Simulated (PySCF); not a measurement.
This PySCF input asks for the NMR shieldings of `C([C@H]1[C@](B)(C)[C@H](F)C1)=C`, C7H12BF; the geometry comes from GFN2-xTB.

```python
import basis_set_exchange as bse
import numpy as np
from pyscf import gto, dft
from pyscf.prop import nmr

atoms = """
B    -0.186487   -0.423747   -1.843956
C    -0.717878   -0.302063   -0.365985
C    -2.041612    0.460197   -0.279621
C    -0.702857   -1.579866    0.508966
F    -1.892719   -1.862340    1.142807
C     0.343101   -0.962695    1.436976
C     0.367962    0.325285    0.588413
C     1.673191    0.637924   -0.053340
C     2.249978    1.825929   -0.023891
H    -0.131088    0.541286   -2.499066
H     0.155313   -1.451123   -2.283247
H    -2.815916   -0.069145   -0.831072
H    -1.927701    1.454170   -0.704843
H    -2.366630    0.551600    0.754758
H    -0.411441   -2.502451   -0.000656
H    -0.024957   -0.817619    2.450032
H     1.287779   -1.501162    1.472459
H    -0.002939    1.202770    1.120328
H     2.145728   -0.188907   -0.569305
H     3.195243    2.016787   -0.502234
H     1.795011    2.662115    0.482006
"""
names = dict.fromkeys(["B", "C", "F", "H"], "pcSseg-1")
basis = {el: gto.basis.parse(bse.get_basis(n, elements=[el], fmt="nwchem")) for el, n in names.items()}
mol = gto.M(atom=atoms, basis=basis, charge=0, verbose=0)
mf = dft.RKS(mol, xc="PBE0")
mf.grids.level = 2
mf.grids.alignment = dft.numint.BLKSIZE   # the property module wants whole blocks of grid points
mf.conv_tol = 1e-9
mf.kernel()

calc = nmr.RKS(mf)   # GIAO
C = mf.mo_coeff
Co = C[:, mf.mo_occ > 0]
resp = mf.gen_response(singlet=True, hermi=2)
def vind(x):   # induced exchange potential for any number of trial vectors
    d = np.einsum("pi,xij,qj->xpq", C, 2 * x.reshape(-1, C.shape[1], Co.shape[1]), Co, optimize=True)
    return np.einsum("xpq,pi,qj->xij", resp(d - d.transpose(0, 2, 1)), C, Co, optimize=True).ravel()
mo1, _ = nmr.rhf.solve_mo1(calc, with_cphf=vind)
sigma = calc.kernel(mo1)
for i, s in enumerate(sigma):   # ppm
    w = np.linalg.eigvalsh((s + s.T) / 2)
    print("%2d %-2s iso %8.1f  s11 %8.1f  s22 %8.1f  s33 %8.1f" % (i, mol.atom_pure_symbol(i), w.mean(), *w))
```

Question: What are the results?

Answer: 
```
 0 B  iso      8.2  s11    -71.1  s22    -25.9  s33    121.7
 1 C  iso    137.1  s11    113.5  s22    130.5  s33    167.3
 2 C  iso    169.9  s11    161.8  s22    166.5  s33    181.3
 3 C  iso     89.9  s11     53.6  s22     75.1  s33    141.1
 4 F  iso    378.4  s11    341.9  s22    388.3  s33    405.0
 5 C  iso    152.0  s11    137.0  s22    140.7  s33    178.3
 6 C  iso    131.1  s11    103.3  s22    134.1  s33    155.8
 7 C  iso     40.0  s11    -78.3  s22     51.5  s33    147.0
 8 C  iso     63.7  s11    -49.7  s22     83.8  s33    157.0
 9 H  iso     23.8  s11     14.5  s22     27.9  s33     29.1
10 H  iso     23.6  s11     14.8  s22     27.1  s33     28.9
11 H  iso     30.7  s11     26.1  s22     27.9  s33     38.2
12 H  iso     30.3  s11     26.1  s22     28.5  s33     36.4
13 H  iso     30.0  s11     25.9  s22     29.6  s33     34.5
14 H  iso     26.1  s11     21.3  s22     27.1  s33     29.8
15 H  iso     29.0  s11     26.3  s22     27.1  s33     33.7
16 H  iso     29.5  s11     26.6  s22     27.8  s33     34.1
17 H  iso     29.0  s11     26.9  s22     28.0  s33     32.0
18 H  iso     26.2  s11     23.0  s22     25.2  s33     30.3
19 H  iso     26.6  s11     23.4  s22     25.5  s33     30.9
20 H  iso     26.2  s11     22.7  s22     25.6  s33     30.4
```

These numbers come from an equivalent density-fitted implementation of the same equations, which agrees with the script to about 0.01 ppm for H and up to a few tenths of a ppm for heavy atoms, so last digits may differ.

Size and cost of the density-fitted run: 213 basis functions, 80 s wall time on 1 thread of an Arm Neoverse N1, shared host; peak memory 1 GiB.
